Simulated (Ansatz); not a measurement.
Hg₂Br₄⁻, relaxed as a doublet with UKS r2SCAN-D4/def2-SVPD in Ansatz, starting from the GFN1-xTB geometry. Force threshold 0.02 eV/Å.

In the def2 sets Hg takes a core potential; there is no spin–orbit coupling. The structure comes from a short search, and lower isomers may exist.

Start:

```xyz
6

Hg    0.420    0.147    0.768
Hg   -1.187   -0.423   -2.188
Br    1.654   -0.759   -1.406
Br   -1.606   -1.562    0.503
Br   -0.852    2.047   -0.595
Br    1.571    0.549    2.919
```

(1) Estimate the energy that the relaxation releases and the steps that it takes.

(2) Does the start keep its bonding and symmetry?

(3) Predict the relaxed structure.

Results:

(1) 14.4 kJ/mol, in 5 steps; 80 s on 4 threads of Arm Neoverse V2 on a shared host. No frequencies were taken in this run, so the end may be a saddle point.

(2) By distances, no bond broke or formed. The bond that changes most is Hg1–Br3, from 2.66 to 2.78 Å (atoms count from 1). Point group C3v at the start, C3v at the end, both within 0.05 Å.

(3) 
```xyz
6

Hg    0.423    0.149    0.782
Hg   -1.143   -0.403   -2.113
Br    1.697   -0.803   -1.496
Br   -1.685   -1.637    0.487
Br   -0.903    2.126   -0.650
Br    1.611    0.568    2.990
```
Bond lengths (bridged metal pairs left out): 7 × Br–Hg 2.54 to 2.93 Å.
